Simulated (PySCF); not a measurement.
# Stretching KRb

Set-up: basis K x2c-TZVPall, Rb x2c-TZVPall; spin-free X2C with a Gaussian nucleus; PySCF 2.14. Energies in eV from K + Rb in their ground configurations at the same level. State: ¹Σ⁺ (singlet), closed shell.

All columns are PBE0. A positive dipole means K(−)Rb(+).

```json
{"R (Å)": "3.559", "E (eV)": "-0.369", "μ (D)": "0.60", "Mulliken charge on K (basis-dependent)": "-0.05", "HOMO (eV)": "-2.98", "LUMO (eV)": "-1.13", "Mayer bond order": "0.98", "⟨S²⟩": "0.00"}
{"R (Å)": "3.725", "E (eV)": "-0.432", "μ (D)": "0.62", "Mulliken charge on K (basis-dependent)": "-0.03", "HOMO (eV)": "-2.95", "LUMO (eV)": "-1.15", "Mayer bond order": "0.98", "⟨S²⟩": "0.00"}
{"R (Å)": "3.891", "E (eV)": "-0.470", "μ (D)": "0.65", "Mulliken charge on K (basis-dependent)": "-0.02", "HOMO (eV)": "-2.91", "LUMO (eV)": "-1.17", "Mayer bond order": "0.98", "⟨S²⟩": "0.00"}
{"R (Å)": "4.015", "E (eV)": "-0.485", "μ (D)": "0.67", "Mulliken charge on K (basis-dependent)": "-0.01", "HOMO (eV)": "-2.89", "LUMO (eV)": "-1.19", "Mayer bond order": "0.99", "⟨S²⟩": "0.00"}
{"R (Å)": "4.139", "E (eV)": "-0.489", "μ (D)": "0.69", "Mulliken charge on K (basis-dependent)": "0.00", "HOMO (eV)": "-2.86", "LUMO (eV)": "-1.21", "Mayer bond order": "0.99", "⟨S²⟩": "0.00"}
{"R (Å)": "4.263", "E (eV)": "-0.485", "μ (D)": "0.71", "Mulliken charge on K (basis-dependent)": "0.01", "HOMO (eV)": "-2.84", "LUMO (eV)": "-1.24", "Mayer bond order": "0.99", "⟨S²⟩": "0.00"}
{"R (Å)": "4.429", "E (eV)": "-0.469", "μ (D)": "0.74", "Mulliken charge on K (basis-dependent)": "0.02", "HOMO (eV)": "-2.82", "LUMO (eV)": "-1.28", "Mayer bond order": "0.99", "⟨S²⟩": "0.00"}
{"R (Å)": "4.636", "E (eV)": "-0.435", "μ (D)": "0.77", "Mulliken charge on K (basis-dependent)": "0.02", "HOMO (eV)": "-2.78", "LUMO (eV)": "-1.32", "Mayer bond order": "0.99", "⟨S²⟩": "0.00"}
{"R (Å)": "4.884", "E (eV)": "-0.380", "μ (D)": "0.82", "Mulliken charge on K (basis-dependent)": "0.03", "HOMO (eV)": "-2.75", "LUMO (eV)": "-1.38", "Mayer bond order": "0.99", "⟨S²⟩": "0.00"}
{"R (Å)": "5.215", "E (eV)": "-0.293", "μ (D)": "0.87", "Mulliken charge on K (basis-dependent)": "0.03", "HOMO (eV)": "-2.71", "LUMO (eV)": "-1.46", "Mayer bond order": "0.99", "⟨S²⟩": "0.00"}
```

A fit through these points gives, at Re = 4.139 Å, μ = 0.69 D and dμ/dR = 0.172 D/Å; the reduced mass is 26.71 u.

How strong is the fundamental in the double-harmonic approximation, I = 42.26·(dμ/dR)²/μred km/mol?

I = 42.26·(0.172)²/26.71 = 0.0468 km/mol at PBE0.

Closed-shell solutions of metal pairs were not tested for spin polarisation, which can lower them a little.
